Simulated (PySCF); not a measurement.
## C₅H₈OSi: full NMR table

| Quantity | Value |
| --- | --- |
| Formula | C5H8OSi |
| SMILES | C=C1C=CO[SiH2]C1 |
| InChI | InChI=1S/C5H8OSi/c1-5-2-3-6-7-4-5/h2-3H,1,4,7H2 |
| Point group of the computed structure | C1 |
| Degrees of unsaturation | 3 |
| Carbon signals | 5 |
| Proton signals | 6 |

Numbering as in the mapped SMILES `[CH2:1]=[C:2]1[CH:3]=[CH:4][O:5][SiH2:6][CH2:7]1`. Each H is labelled by its parent atom. Ha(C1) is cis to C3; Hb(C1) is trans to C3.

[PySCF 2.14.0 with density-fitted response routines: PBE0/pcSseg-1 with gauge-including orbitals; geometry from GFN2-xTB; no relativistic terms; no solvent model; fast rotation and ring inversion assumed for equivalent nuclei; one computed conformer]

Shifts are taken against calculated references (same method and geometry level): TMS for ¹H, ¹³C, ²⁹Si; H2O for ¹⁷O.

| carbon | δC, type | δH (multiplicity) | HMBC from (2–3 bonds) | span of the C tensor (ppm) |
| --- | --- | --- | --- | --- |
| C1 | 118.6, CH2 | Ha(C1) 5.16 (m); Hb(C1) 5.03 (m) | H(C3), H(C7) | 169 |
| C2 | 143.9, C | – | H(C4), H(C3), Ha(C1), H(Si6), Hb(C1), H(C7) | 247 |
| C3 | 114.2, CH | 5.54 (d) | H(C4), Ha(C1), Hb(C1), H(C7) | 168 |
| C4 | 150.4, CH | 6.47 (d) | H(C3), H(Si6) | 165 |
| C7 | 19.1, CH2 | 1.93 (m) | H(C3), Ha(C1), H(Si6), Hb(C1) | 31 |

Other nuclei:
| atoms | nucleus | environment | δ (ppm) | σ (ppm) |
| --- | --- | --- | --- | --- |
| H(Si6) | ¹H | hydrogen on a silicon bonded to C, O, in a 6-membered ring | 5.15 | 26.57 |
| Si6 | ²⁹Si | silicon bonded to C, O, 2 H, in a 6-membered ring | -18.0 | 367.1 |
| O5 | ¹⁷O | oxygen bonded to C, Si, in a 6-membered ring | 98.0 | 238.1 |

Carbon types of the structure: 1 × C, 2 × CH, 2 × CH2, leaving 2 H on heteroatoms. δC 150.4: alkene carbon bearing oxygen; an sp2 carbon further deshielded by the attached heteroatom. δC 143.9: fully substituted alkene carbon; an sp2 carbon of a C=C bond. δC 118.6: terminal =CH2 carbon; as expected for a trigonal carbon in a double bond. δC 114.2: β carbon of an enol-ether or enamine type C=C; the O or N lone pair pushes π density onto this β carbon and shields it. δH 6.47: hydrogen on an alkene carbon bearing oxygen; attached to an sp2 carbon and in the plane of the double bond.

Shifts are as computed. Against solution values, carbons near 30 ppm lie about +3 ppm off and those near 130 ppm about +5 ppm. Of 1211 compounds with measured shifts, 218 miss one by over three times the rms of a fit or turn the order of signals round; such compounds aren't used in these exercises. Experimental scales use liquid or dissolved standards, which lie at an offset from isolated H2O (liquid H2O: subtract about 36 ppm). Multiplicities follow the n + 1 count of equivalent neighbours, as no J values were calculated; m marks all less simple cases, F and P coupling included.
